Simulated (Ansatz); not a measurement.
Stepwise reaction of `[NH2][In]([Br])[Br]` with ammonia, as a gas-phase model of exchange steps in deposition or etching. ΔE in kJ/mol; ΔG adds harmonic PBE0-D4 terms to CCSD(T)/CBS, at 1 bar.

Computed with Ansatz on PBE0-D4/def2-TZVP structures; ΔE is electronic, products minus reactants. CCSD(T)/CBS is the MP2 limit (def2-TZVPP, def2-QZVPP) plus CCSD(T) − MP2 in def2-TZVPP, frozen cores. This one scheme is used for every species. DFT in def2-TZVPP. B3LYP here is the variant with VWN-RPA as its local correlation; programs differ in this. Elements past krypton have def2 core potentials. For Br, In outer-core shells are correlated without core-valence functions, which leaves a few kJ/mol of doubt a bond. Scalar relativity is left out up to krypton. One conformer a species, not always the lowest.

```
step                                                    reaction  PBE-D4  B3LYP-D4  ωB97M-V  CCSD(T)/CBS  ΔG(500 K)
   1  `[NH2][In]([Br])[Br]` + NH₃ → `[NH2][In]([NH2])[Br]` + HBr   123.8     128.1    127.0        125.0      115.2
```

Task: Give the row of step 2, `[NH2][In]([NH2])[Br]` + NH₃ → `[NH2][In]([NH2])[NH2]` + HBr. (Estimate.)

Result: Computed: 
| step | reaction | PBE-D4 | B3LYP-D4 | ωB97M-V | CCSD(T)/CBS | ΔG(500 K) |
| --- | --- | --- | --- | --- | --- | --- |
| 2 | `[NH2][In]([NH2])[Br]` + NH₃ → `[NH2][In]([NH2])[NH2]` + HBr | 139.4 | 142.6 | 141.1 | 138.5 | 126.8 |

Task: By hand: ΔE of the 2 steps together at CCSD(T)/CBS.

Result: (125.0) + (138.5) = 263.5 kJ/mol, or 131.8 kJ/mol a step.

In ΔE each step is higher than the one before. All are uphill at CCSD(T)/CBS. ΔG lies between 115.2 and 126.8 kJ/mol a step. PBE-D4 differs from CCSD(T)/CBS by -1.2 to 0.9 kJ/mol a step. Isolated molecules leave out the surface, adducts and barriers. Largest T1 diagnostic: 0.014.
